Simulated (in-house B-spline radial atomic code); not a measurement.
Inner levels of thulium as electrons are removed. A shift is the extra binding of the orbital against the neutral atom ([Xe] 4f13 6s2). The density at the nucleus is averaged over the nuclear charge. Computed with a radial B-spline atomic code at the basis-set limit: Dirac-Hartree-Fock, average of the configuration, finite nuclei.

```tsv
ion	configuration	shift of 3d5/2 (eV)	shift of 2p1/2 (eV)	shift of 2s1/2 (eV)	radius of 3d5/2 (bohr)	radius of 2p1/2 (bohr)	radius of 2s1/2 (bohr)	Σ<r²> (bohr²)	change of density at nucleus (bohr⁻³)
Tm24+	[Kr] 4d9	760.01	756.82	758.31	0.20052	0.070189	0.084264	5.6951	-22.736
Tm25+	[Kr] 4d8	814.19	815.07	816.35	0.20028	0.070181	0.084256	5.3325	118.72
Tm26+	[Kr] 4d7	869.33	874.5	875.57	0.20003	0.070173	0.084247	4.9827	265.05
Tm27+	[Kr] 4d6	925.42	935.11	935.94	0.19977	0.070164	0.084238	4.645	416.18
Tm28+	[Kr] 4d5	?	?	?	?	?	?	?	?
Tm29+	[Kr] 4d4	1040.45	1059.86	1060.17	0.1992	0.070146	0.084218	4.0038	732.99
Tm30+	[Kr] 4d3	1099.37	1123.99	1124	0.1989	0.070136	0.084207	3.6991	898.66
Tm31+	[Kr] 4d2	1159.22	1189.28	1188.99	0.19859	0.070125	0.084196	3.4045	1069.18
Tm32+	[Kr] 4d1	?	?	?	?	?	?	?	?
Tm33+	[Ar] 3d10 4s2 4p6	1281.7	1323.36	1322.39	0.19794	0.070103	0.084172	2.8436	1424.75
Tm34+	[Ar] 3d10 4s2 4p5	?	?	?	?	?	?	?	?
Tm35+	[Ar] 3d10 4s2 4p4	1407.3	1462.02	1459.56	0.19728	0.070077	0.084137	2.3227	1727.59
Tm36+	[Ar] 3d10 4s2 4p3	1471.16	1532.71	1529.47	0.19694	0.070063	0.084118	2.0716	1882.72
Tm37+	[Ar] 3d10 4s2 4p2	1535.72	1604.32	1600.27	0.19659	0.070048	0.084099	1.8265	2040.31
Tm38+	[Ar] 3d10 4s2 4p1	1600.99	1676.84	1671.94	0.19624	0.070033	0.08408	1.5871	2200.3
Tm39+	[Ar] 3d10 4s2	1666.94	1750.25	1744.49	0.19588	0.070017	0.08406	1.3534	2362.72
Tm40+	[Ar] 3d10 4s1	1734.35	1824.74	1817	0.19552	0.070001	0.084055	1.1345	-1203.59
Tm41+	[Ar] 3d10	1802.4	1900.06	1890.29	0.19515	0.069984	0.084048	0.92021	-4872.7
Tm42+	[Ar] 3d9	1918.85	2043.07	2031.86	0.19344	0.069931	0.08399	0.86415	-4453.64
Tm43+	[Ar] 3d8	2036.84	2188.27	2175.52	0.19176	0.069876	0.083931	0.80997	-4024.57
```

(1) Fill in the row of Tm28+.

(2) Fill in the row of Tm32+.

(3) Fill in the row of Tm34+.

Answers

(1) shift of 3d5/2 (eV): 982.46; shift of 2p1/2 (eV): 996.9; shift of 2s1/2 (eV): 997.48; radius of 3d5/2 (bohr): 0.19949; radius of 2p1/2 (bohr): 0.070155; radius of 2s1/2 (bohr): 0.084228; Σ<r²> (bohr²): 4.3189; change of density at nucleus (bohr⁻³): 572.16.

(2) shift of 3d5/2 (eV): 1220; shift of 2p1/2 (eV): 1255.74; shift of 2s1/2 (eV): 1255.12; radius of 3d5/2 (bohr): 0.19827; radius of 2p1/2 (bohr): 0.070114; radius of 2s1/2 (bohr): 0.084184; Σ<r²> (bohr²): 3.1195; change of density at nucleus (bohr⁻³): 1244.54.

(3) shift of 3d5/2 (eV): 1344.15; shift of 2p1/2 (eV): 1392.23; shift of 2s1/2 (eV): 1390.53; radius of 3d5/2 (bohr): 0.19761; radius of 2p1/2 (bohr): 0.070091; radius of 2s1/2 (bohr): 0.084155; Σ<r²> (bohr²): 2.5799; change of density at nucleus (bohr⁻³): 1574.94.
